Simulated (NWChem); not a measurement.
# Correlation energy of HFSi

```
Si
F 1 1.6354
H 1 1.5468 2 96.80
```
Charge 0, spin multiplicity 1.

Program: NWChem. All single points use one geometry, from PBE0/def2-SVP, a minimum by its harmonic frequencies.

Basis set: STO-3G. Each correlation energy counts from its own Hartree-Fock reference.

The correlated methods keep 6 core orbitals frozen. The structure started from a generated list of species. Coupled-cluster values serve here as a point of comparison, not as the truth.

Q: One of these methods gave a correlation energy of -53.6 mHa. Which?
A) SCS-MP2
B) CCSD+T(CCSD)
C) MP2
D) CCSD

A: C, MP2. The others give -57.8 (SCS-MP2), -70.7 (CCSD), -77.2 (CCSD+T(CCSD)).
